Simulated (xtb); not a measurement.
F2H3NSi, SMILES N[SiH](F)F. All values are semi-empirical tight-binding results from xtb (GFN2-xTB unless named), good for trends rather than for accurate numbers. Coordinates come from a GFN2-xTB optimisation. One conformer was computed; it need not be the lowest.

Task: Estimate the properties. (Estimate from the structure and the level; the computed values follow.)

Result: 
```
Item                                               Value
-----------------------------------------  -------------
point group as xtb finds it                           Cs
orbital gap                                      7.02 eV
dipole moment                                     3.59 D
zero-point energy                          24.5 kcal/mol
G − E(el) at 298.15 K (modified RRHO)       6.6 kcal/mol
static polarisability (D4 model)              48.5 bohr³
solvation energy, GFN2-xTB/ALPB(water)     -3.5 kcal/mol
solvation energy, GFN2-xTB/ALPB(methanol)  -2.9 kcal/mol
```
